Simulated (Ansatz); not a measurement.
Correlation energies of `FC1=N[SiH]1Cl` by basis set

```xyz
6

F     0.805    0.518   -2.159
C     0.382    0.074   -1.001
N     0.619   -1.049   -0.459
Si   -0.391   -0.018    0.573
Cl    0.393    0.811    2.243
H    -1.807   -0.336    0.803
```

Charge 0, multiplicity 1. The structure was optimised at the PBE0-D4/def2-TZVP level. Frozen core, restricted reference, Ansatz. CBS rows extrapolate triple and quadruple zeta; past MP2 they add the triple-zeta difference.

```json
{"basis": "def2-SVP", "HF (Eh)": "-940.36540", "MP2 corr.": "-0.68699", "CCSD corr.": "-0.71390", "(T)": "-0.02324", "CCSD(T) total": "-941.10254"}
{"basis": "def2-TZVPP", "HF (Eh)": "-940.87146", "MP2 corr.": "-0.88857", "CCSD corr.": "-0.91240", "(T)": "-0.04137", "CCSD(T) total": "-941.82523"}
{"basis": "def2-QZVPP", "HF (Eh)": "-940.90186", "MP2 corr.": "-0.96449", "CCSD corr.": "–", "(T)": "–", "CCSD(T) total": "–"}
{"basis": "CBS(def2)", "HF (Eh)": "-940.90605", "MP2 corr.": "-1.02072", "CCSD corr.": "-1.04455", "(T)": "as TZ", "CCSD(T) total": "-941.99197"}
```
